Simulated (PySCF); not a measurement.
Si(I)(OH) (HIOSi), SMILES O[Si]I (connectivity only; charge and spin as stated), neutral, multiplicity 1.

Geometry optimised at B3LYP-D3(BJ)/def2-TZVP. The def2 effective core potentials stand for the cores of I; spin–orbit coupling is left out. Other conformers were not sampled.

Level of theory: TDA-CAM-B3LYP/def2-SVPD in PySCF 2.14.0.

Vertical excitations. Isolated molecule, no solvent. State labels are in the subgroup Cs.

Problem. Give excitation energies, oscillator strengths and character. (The exact figures need the calculation; the answer reports its results.)

Solution. 
| state | symmetry | energy (eV) | λ (nm) | f | main pairs |
|---|---|---|---|---|---|
| S1 | A" | 3.77 | 329 | 0.025 | HOMO→LUMO 97 % |
| S2 | A" | 4.26 | 291 | 0.004 | HOMO−1→LUMO 98 % |
| S3 | A' | 4.69 | 264 | 0.007 | HOMO−2→LUMO 85 % |
| S4 | A' | 5.70 | 217 | 0.144 | HOMO→LUMO+1 50 %, HOMO−1→LUMO+1 22 %, HOMO−1→LUMO+2 20 % |
| S5 | A" | 5.91 | 210 | 0.004 | HOMO−2→LUMO+1 78 %, HOMO−2→LUMO+2 17 % |
| S6 | A' | 5.98 | 207 | 0.157 | HOMO−1→LUMO+1 40 %, HOMO→LUMO+2 35 %, HOMO→LUMO+1 19 % |
| S7 | A' | 6.19 | 200 | 0.284 | HOMO→LUMO+2 48 %, HOMO−1→LUMO+1 28 %, HOMO→LUMO+3 10 % |
| S8 | A" | 6.79 | 183 | 0.004 | HOMO−2→LUMO+2 71 %, HOMO−2→LUMO+1 16 % |
| S9 | A' | 6.93 | 179 | 0.041 | HOMO→LUMO+3 59 %, HOMO−1→LUMO+2 18 % |
| S10 | A" | 7.24 | 171 | 0.001 | HOMO−3→LUMO 83 % |
| T1 | A" | 2.40 | 516 | 0 | HOMO→LUMO 85 % |
| T2 | A' | 4.03 | 308 | 0 | HOMO−2→LUMO 98 % |
| T3 | A" | 4.09 | 303 | 0 | HOMO−1→LUMO 87 % |
| T4 | A' | 4.32 | 287 | 0 | HOMO→LUMO+1 78 % |
Triplets are in the Tamm–Dancoff approximation.
